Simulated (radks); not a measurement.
Q: The table gives one normalised radial function P(r) = r R(r) of Ru in [Kr] 4d7 5s1 (r in bohr). All-electron calculation, scalar-relativistic Kohn-Sham, LDA (Slater exchange, Perdew-Wang correlation), spin-polarised, spherical densities, point nucleus; open shells are filled with parallel spins first (spin-orbit coupling, left out, can overturn this in heavy ions). Program: a radial shooting solver on a logarithmic mesh with Libxc functionals.

r	P
0.001546	0.0581
0.0018	0.0663
0.002095	0.0755
0.002439	0.0858
0.002839	0.0972
0.003305	0.1098
0.003848	0.1236
0.00448	0.1384
0.005215	0.1543
0.006071	0.1708
0.007068	0.1876
0.008228	0.2043
0.009579	0.2199
0.01115	0.2335
0.01298	0.2438
0.01511	0.2490
0.01759	0.2474
0.02048	0.2367
0.02384	0.2145
0.02776	0.1788
0.03232	0.1279
0.03762	0.0612
0.0438	-0.0203
0.05099	-0.1131
0.05936	-0.2105
0.0691	-0.3023
0.08044	-0.3747
0.09365	-0.4120
0.109	-0.3982
0.1269	-0.3216
0.1466	-0.1883
0.1706	0.0069
0.1986	0.2321
0.2313	0.4456
0.2692	0.5963
0.3134	0.6356
0.3649	0.5321
0.4248	0.2847
0.4945	-0.0715
0.5757	-0.4696
0.6702	-0.8272
0.7802	-1.0703
0.9083	-1.1562
1.057	-1.0862
1.231	-0.9023
1.433	-0.6669
1.668	-0.4389
1.942	-0.2561
2.261	-0.1315
2.632	-0.0587
3.064	-0.0224
3.567	-0.0072
4.153	-0.0019
4.835	-0.0004
5.628	-0.0001
6.552	0.0000
7.628	0.0000
8.88	0.0000
10.34	0.0000
12.03	0.0000
14.01	0.0000
16.31	0.0000

Which n and l does it have? It may be an empty orbital.

A: n = 4, l = 0: the number of nodes gives n - l - 1 = 3, the rise at small r (about r^(l+1), flatter next to the nucleus through relativity) gives l, and the extent must fit the shell. The curve is that of 4s down; the table hardly tells the two spins apart. 4s down: eigenvalue -75.295 eV, 3 radial nodes at r = 0.0423, 0.170, 0.481 bohr, <r> = 1.02 bohr, 90 % of the charge inside 1.48 bohr.
